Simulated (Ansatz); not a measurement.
CH$_{6}$OSiTe (`O[SiH2]C[TeH]`), relaxed with RKS PBE-D4/def2-SVP in the Gaussian-basis code of Ansatz from a rough embedded geometry. The force threshold is 0.03 eV/Å; the program also tests the step.

Total charge 0; spin multiplicity 1. Te: def2 effective core potential.

Start:

```xyz
10

O     0.812    0.463    1.714
Si    0.728    0.490    0.032
C    -0.198   -1.020   -0.486
Te   -2.250   -0.958    0.250
H     1.332    1.343    1.959
H     2.077    0.483   -0.570
H    -0.002    1.702   -0.439
H     0.284   -1.911   -0.184
H    -0.248   -1.049   -1.662
H    -2.537    0.458   -0.614
```

```tsv
step	energy (eV)	largest force (eV/Å)	largest move (Å)
1	-18340.1643	2.681	0.000
2	-18340.4265	1.171	0.108
3 (rejected)	-18340.4262	0.536	0.184
4	-18340.4805	0.252	0.092
5	-18340.4857	0.116	0.070
6	-18340.4874	0.043	0.017
7	-18340.4878	0.029	0.018
```

End:

```xyz
10

O     0.879    0.479    1.670
Si    0.750    0.544   -0.004
C    -0.209   -0.985   -0.524
Te   -2.285   -1.007    0.185
H     1.315    1.239    2.089
H     2.118    0.514   -0.651
H     0.040    1.787   -0.481
H     0.247   -1.888   -0.069
H    -0.210   -1.125   -1.623
H    -2.645    0.442   -0.591
```

Hardware: 4 threads of an Arm Neoverse V2 on a shared host. Wall time 8 s, peak host memory 0.16 GiB.
